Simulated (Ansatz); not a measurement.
Cu₂F⁺, relaxed as a quintet with UKS PBE-D4/def2-TZVP in Ansatz, starting from the PBE-D4/def2-TZVP geometry of the charge +1 singlet. Force threshold 0.02 eV/Å.

At PBE-D4/def2-TZVP a singlet of charge 1 lies 5.68 eV below the quintet, each at its own geometry. The structure comes from a short search, and lower isomers may exist.

Start:

Cartesian coordinates in Å:
```
Cu -0.741 1.599 -0.620
Cu 0.738 -1.597 0.626
F 0.003 -0.001 -0.006
```

(1) Estimate the energy that the relaxation releases and the steps that it takes.

(2) Does the start keep its bonding and symmetry?

(3) Predict the relaxed structure.

## Answers

(1) 14.0 kJ/mol, in 8 steps; 23 s on 4 threads of Arm Neoverse N1 on a shared host. No frequencies were taken in this run, so the end may be a saddle point.

(2) By distances, no bond broke or formed. The bond that changes most is Cu2–F3, from 1.87 to 1.94 Å (atoms count from 1). Point group D∞h at the start, C2v at the end, both within 0.05 Å.

(3) 
```xyz
3

Cu   -0.810    1.594   -0.398
Cu    0.630   -1.516    0.814
F     0.180   -0.078   -0.416
```
Bond lengths (bridged metal pairs left out): 2 × Cu–F 1.94 Å.
